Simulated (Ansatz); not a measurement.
Stepwise reaction of `[Cl][SnH3]` with water, as a gas-phase model of exchange steps in deposition or etching. ΔE in kJ/mol; ΔG adds harmonic PBE0-D4 terms to CCSD(T)/CBS, at 1 bar.

Gas-phase electronic energies from Ansatz, PBE0-D4/def2-TZVP geometries. CBS: MP2 limit from def2 TZ/QZ plus the TZ coupled-cluster correction, frozen cores. This one scheme is used for every species. DFT in def2-TZVPP. B3LYP here is the variant with VWN-RPA as its local correlation; programs differ in this. Elements past krypton have def2 core potentials. For Sn outer-core shells are correlated without core-valence functions, which leaves a few kJ/mol of doubt a bond. Each species was taken in one conformer, which may not be the lowest.

| step | reaction | PBE-D4 | B3LYP-D4 | ωB97M-V | CCSD(T)/CBS | ΔG(400 K) |
| --- | --- | --- | --- | --- | --- | --- |
| 1 | `[Cl][SnH3]` + H₂O → `[OH][SnH2][Cl]` + H₂ | -5.8 | -5.6 | -2.2 | -6.4 | -11.4 |
| 3 | `[OH][SnH]([OH])[Cl]` + H₂O → `[OH][Sn]([OH])([OH])[Cl]` + H₂ | 0.6 | 0.7 | 3.2 | -0.8 | -2.4 |

Task: Give the row of step 2, `[OH][SnH2][Cl]` + H₂O → `[OH][SnH]([OH])[Cl]` + H₂. (Best estimate.)

Result: The calculation gave: 
| step | reaction | PBE-D4 | B3LYP-D4 | ωB97M-V | CCSD(T)/CBS | ΔG(400 K) |
| --- | --- | --- | --- | --- | --- | --- |
| 2 | `[OH][SnH2][Cl]` + H₂O → `[OH][SnH]([OH])[Cl]` + H₂ | -11.0 | -10.4 | -8.1 | -12.0 | -12.8 |

Task: By hand: ΔE of the 3 steps together at CCSD(T)/CBS.

Result: (-6.4) + (-12.0) + (-0.8) = -19.2 kJ/mol, or -6.4 kJ/mol a step.

In ΔE step 2 is the lowest and step 3 the highest. ΔG lies between -12.8 and -2.4 kJ/mol a step. PBE-D4 differs from CCSD(T)/CBS by 0.6 to 1.4 kJ/mol a step. Isolated molecules leave out the surface, adducts and barriers. Largest T1 diagnostic: 0.014.
